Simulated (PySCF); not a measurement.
Input of a run (PBE0-D3(BJ)/def2-SVP geometry optimisation, gas phase (PySCF 2.14.0)), started from a GFN2-xTB structure with every atom displaced at random (by about 0.01 Å):
```
{"job": {"xc": "PBE0", "basis": "def2-SVP", "d3": "d3bj", "grid": 1, "shake": 0.01, "kind": "geom"}, "charge": 0, "multiplicity": 1}
F      3.354580    -0.751050    -0.566780
C      2.481330     0.218100    -0.134040
F      2.066100     0.905990    -1.218700
F      3.259860     1.069720     0.605470
C      1.340750    -0.371240     0.645450
C      0.098790    -0.774080    -0.064490
C     -0.917820    -1.287010    -0.786320
C     -2.079530    -0.503670    -0.661600
C     -2.159260     0.648440     0.130010
C     -1.061690     1.144750     0.843110
C      0.032130     0.360350     0.707540
H      1.701550    -0.921190     1.526400
H     -0.921490    -2.160340    -1.410380
H     -2.997770    -0.823820    -1.178530
H     -3.094910     1.174020     0.153680
H     -1.121660     2.068670     1.419900
```

Output (energies in Eh, forces in Eh/bohr):
```
step   0  E = -606.23022207  max force = 0.039872
step   1  E = -606.23531026  max force = 0.010634
step   2  E = -606.23643757  max force = 0.003643
step   3  E = -606.23639881  max force = 0.005974
step   4  E = -606.23661540  max force = 0.001872
step   5  E = -606.23665205  max force = 0.000717
step   6  E = -606.23666236  max force = 0.000578
step   7  E = -606.23665849  max force = 0.001256
step   8  E = -606.23665771  max force = 0.001234
step   9  E = -606.23667299  max force = 0.000769
step  10  E = -606.23668270  max force = 0.000359
optimisation converged
```

Question: Summarise the run.

Answer: The energy falls by 4.1 kcal/mol over 11 energy and gradient evaluations, the largest force component goes from 0.0399 to 3.6e-04 Eh/bohr, and the atoms move by 0.038 Å rms after alignment. The bond that changes most is F1–C2 (fluorine of a CF3 group to CF3 carbon), which shortens by 0.038 Å. Bonds longer at the end by more than 0.005 Å: 6 of 17; shorter: 6. Among the angles that change most is C6–C7–H13, from 128.6° to 125.4°. The energy rose by more than 1e-6 Eh at steps 3 and 7. The first step brought 79 % of the lowering.

Question: What are the final bond lengths?

Answer: F1–C2 1.336 Å, C2–F3 1.331 Å, C2–F4 1.336 Å, C2–C5 1.510 Å, C5–C6 1.488 Å, C6–C7 1.380 Å, C7–C8 1.407 Å, C8–C9 1.404 Å, C9–C10 1.407 Å, C10–C11 1.380 Å, C5–C11 1.488 Å, C6–C11 1.347 Å, C5–H12 1.101 Å, C7–H13 1.092 Å, C8–H14 1.093 Å, C9–H15 1.093 Å, C10–H16 1.092 Å. Numbering counts from 1 in the input's order; the species is `FC(F)(F)C1c2ccccc21`.

The run used 179 basis functions and 77 SCF cycles in all. Hardware: one thread, Intel Xeon at 2.50 GHz (x86_64), no GPU, shared host with 64 logical CPUs at a one-minute load of 57. Cost: 7.0 min wall, 0.75 GiB resident at most.

No PBE0-D3(BJ)/def2-SVP frequencies stand behind this structure, so it isn't proved a minimum.

Shape of the structure used: `[F:1][C:2]([F:3])([F:4])[CH:5]1[c:6]2[cH:7][cH:8][cH:9][cH:10][c:11]21`: F1–C2–C5–C6 -89°.
